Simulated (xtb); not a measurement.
Mg(Cl)(OH) (ClHMgO), SMILES [OH][Mg][Cl]. All values are semi-empirical tight-binding results from xtb (GFN2-xTB unless named), good for trends rather than for accurate numbers. Geometry: GFN2-xTB. Other conformers were not sampled.

For metal compounds this method's bond lengths and energies can be far off.

point group as xtb finds it: Cs
orbital gap: 2.56 eV
zero-point energy: 7.8 kcal/mol
G − E(el) at 298.15 K (modified RRHO): -9.7 kcal/mol
